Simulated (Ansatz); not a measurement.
FeCl2, SMILES [Cl][Fe][Cl] (connectivity only; charge and spin as stated), neutral, multiplicity 5.

Geometry optimised at B3LYP-D3(BJ)/def2-TZVP. The multiplicity is an assumed one; other spin states were not compared. The isomer is the one that the SMILES or the coordinates give; other isomers of the formula were not compared.

Two levels are set side by side: PBE/def2-TZVPD (Ansatz, a quantum-chemistry and plane-wave program) and CAM-B3LYP/def2-TZVPD (Ansatz). Energy differences of separate SCF runs at the same geometry; the states with an electron removed or added have multiplicity 6 and 4. Differences are taken from unrounded values.

```json
[
 {"quantity": "vertical ionisation energy (eV)", "PBE": "9.73"},
 {"quantity": "vertical electron affinity (eV)", "PBE": "2.20"}
]
```

### Question
These are the PBE values. What does CAM-B3LYP give? (An estimate is asked for; the answer gives what the named calculation found.)

### Answer

| quantity | CAM-B3LYP | PBE minus CAM-B3LYP |
|---|---|---|
| vertical ionisation energy (eV) | 10.66 | -0.93 |
| vertical electron affinity (eV) | 2.20 | 0.00 |
